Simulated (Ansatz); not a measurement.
Abridged output of a molecular run in Ansatz:

```
Functional definition: HF
  name "HF"
  cite "Fock, Z. Phys. 61, 126 (1930) doi:10.1007/BF01340294"
  parent pbe
  exchange = exact_x
  correlation = 0
1518 factors; integrals over basis functions are off by at most 8.7e-4 eV
mean field evaluation 1: about -24003.6178 eV, gradient 3.8e1 eV
mean field evaluation 2: about -24003.8995 eV, gradient 3.8e1 eV
mean field evaluation 4: about -24007.4286 eV, gradient 4.9e0 eV
mean field evaluation 8: about -24007.5070 eV, gradient 2.7e-1 eV
mean field evaluation 16: about -24007.5076 eV, gradient 2.0e-6 eV
mean field -24007.50762780 eV, -882.2596324486 hartree, gradient 2.0e-6 eV, S^2 0.000000; 0 other end points of the search recorded, 0 dependent functions left out
13 core orbitals not correlated: weight in the atoms' cores, before any rotation towards them, 1.000 or more for the frozen orbitals, at most 0.000 for the correlated occupied ones
reference -24007.50762780 eV, -882.2596324486 hartree; 15, 15 occupied and 233, 233 virtual orbitals, 1518 factors
second order -22.96587375 eV of doubles, -0.00000000 eV of singles
cycle   1  -23.67032372 eV  change   -7.0e-1 eV  update   1.0e-1
cycle   2  -24.25641134 eV  change   -5.9e-1 eV  update   3.0e-2
cycle   3  -24.37001971 eV  change   -1.1e-1 eV  update   1.5e-2
cycle   4  -24.36024322 eV  change    9.8e-3 eV  update   3.9e-3
cycle   5  -24.36084018 eV  change   -6.0e-4 eV  update   1.8e-3
cycle   6  -24.36125145 eV  change   -4.1e-4 eV  update   5.0e-4
cycle   7  -24.36112780 eV  change    1.2e-4 eV  update   1.9e-4
cycle   8  -24.36115380 eV  change   -2.6e-5 eV  update   6.2e-5
cycle   9  -24.36115878 eV  change   -5.0e-6 eV  update   2.2e-5
perturbative correction -1.05067335 eV, -0.0386115335 hartree
Total energy: -24032.91945993 eV, -883.1935000545 hartree
```

Its atoms:

Cartesian coordinates in Å:
```
C -1.961 0.991 -0.269
N -1.124 0.434 0.485
Si 0.061 -0.747 0.057
C 1.746 -0.100 0.464
Cl -0.013 -1.208 -1.965
H -2.660 1.732 0.137
H -2.050 0.782 -1.345
H -0.272 -1.989 0.789
H 2.510 -0.848 0.239
H 1.802 0.152 1.525
H 1.962 0.799 -0.118
```

Problem. Which basis set was used?
A. cc-pV(Q+d)Z
B. def2-TZVPP
C. def2-QZVPP
D. cc-pV(D+d)Z

Solution. B. It gives 261 functions.

Problem. Write the keys of the input that set method, charge and spin (a neutral closed shell needs none for the last two).

Solution. 
```yaml
correlation: {method: ccsd_t}
```
